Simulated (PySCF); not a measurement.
Compound: isophosphinoline, C9H7P.
Bonds: C1–C2 (aromatic), C2–C3 (aromatic), C3–C4 (aromatic), C4–C5 (aromatic), C5–P6 (aromatic), P6–C7 (aromatic), C7–C8 (aromatic), C8–C9 (aromatic), C9–C10 (aromatic), C1–C10 (aromatic), C4–C9 (aromatic). Hydrogens: H11 on C1; H12 on C2; H13 on C3; H14 on C5; H15 on C7; H16 on C8; H17 on C10.

NICS is the negative of the GIAO shielding at a point without a nucleus: at the ring centre (0) and 1 Å above and below it (1); zz is the component along the ring normal. Level: GIAO PBE0/pcSseg-1 (PySCF, non-relativistic, gas phase) on the GFN2-xTB geometry, one conformer.

Ring bond lengths (Å), with Mayer bond orders in brackets: C1–C2 1.403 (1.31), C2–C3 1.366 (1.56), C3–C4 1.415 (1.27), C4–C9 1.421 (1.23), C9–C10 1.410 (1.29), C10–C1 1.367 (1.55); C4–C5 1.405 (1.32), C5–P6 1.711 (1.46), P6–C7 1.757 (1.16), C7–C8 1.360 (1.59), C8–C9 1.414 (1.29), C9–C4 1.421 (1.23).

Task: Give the NICS values of each ring in ppm.

Result: 
```json
{"ring": "C1–C2–C3–C4–C9–C10", "type": "6-membered carbocycle; formal bonds all aromatic", "NICS(0)": "-8.8", "NICS(1), two faces": "-11.8 / -11.8", "NICS(1)zz, two faces": "-29.4 / -29.4", "rms pucker (Å)": "0.00", "centre to ring atoms, mean (Å)": "1.40"}
{"ring": "C4–C5–P6–C7–C8–C9", "type": "6-membered ring with P; formal bonds all aromatic", "NICS(0)": "-7.3", "NICS(1), two faces": "-10.8 / -10.8", "NICS(1)zz, two faces": "-26.5 / -26.5", "rms pucker (Å)": "0.00", "centre to ring atoms, mean (Å)": "1.50"}
```

Task: What can be read from them?

Result: 
- C1–C2–C3–C4–C9–C10: mean NICS(1)zz -29.4 ppm, shielded. For a flat ring without four-coordinate atoms the NICS criterion counts such a value as aromatic, though in fused rings the probe also feels the neighbouring ring.
- C4–C5–P6–C7–C8–C9: mean NICS(1)zz -26.5 ppm, shielded.

Task: What does the geometric index give? Use HOMA with the parameters of Krygowski (1993).

Result: 
- C1–C2–C3–C4–C9–C10: HOMA 0.85 = 1 − EN − GEO, with mean bond length 1.397 Å, EN = α(Ropt − mean)² = 0.020 and GEO = α × variance = 0.127. The geometric and the magnetic index point the same way.
- C4–C5–P6–C7–C8–C9: HOMA 0.81; the largest term is that of P6–C7, α(R − Ropt)² = 0.42.

Task: At the first NICS(1) probe listed for ring C1–C2–C3–C4–C9–C10, 1 Å off the ring, what do the in-plane components average?

Result: The isotropic value is a third of the trace: (3 × -11.8 − (-29.4))/2 = -3.0 ppm.

Task: How shielded are the nuclei of the rings and their hydrogens (means over atoms taken as equivalent)?

Result: 
```json
{"atoms": "C1", "environment": "aromatic CH carbon", "σ isotropic (ppm)": "54.1"}
{"atoms": "C2", "environment": "aromatic CH carbon", "σ isotropic (ppm)": "54.1"}
{"atoms": "C3", "environment": "aromatic CH carbon", "σ isotropic (ppm)": "52.4"}
{"atoms": "C4", "environment": "ring-fusion aromatic carbon", "σ isotropic (ppm)": "47.4"}
{"atoms": "C5", "environment": "aromatic CH carbon", "σ isotropic (ppm)": "14.5"}
{"atoms": "P6", "environment": "phosphorus bonded to 2 C", "σ isotropic (ppm)": "100.2"}
{"atoms": "C7", "environment": "aromatic CH carbon", "σ isotropic (ppm)": "33.7"}
{"atoms": "C8", "environment": "aromatic CH carbon", "σ isotropic (ppm)": "45.8"}
{"atoms": "C9", "environment": "ring-fusion aromatic carbon", "σ isotropic (ppm)": "50.4"}
{"atoms": "C10", "environment": "aromatic CH carbon", "σ isotropic (ppm)": "50.2"}
{"atoms": "H11", "environment": "aromatic hydrogen", "σ isotropic (ppm)": "23.79"}
{"atoms": "H12", "environment": "aromatic hydrogen", "σ isotropic (ppm)": "23.76"}
{"atoms": "H13", "environment": "aromatic hydrogen", "σ isotropic (ppm)": "23.58"}
{"atoms": "H14", "environment": "aromatic hydrogen", "σ isotropic (ppm)": "21.74"}
```

The list is cut; further classes of hydrogen are left out.

Hardware: one thread, Arm Neoverse V1 (aarch64), shared host. Cost: 46 s, 0.95 GiB resident at most. This is the whole shielding run at PBE0/pcSseg-1, SCF included.
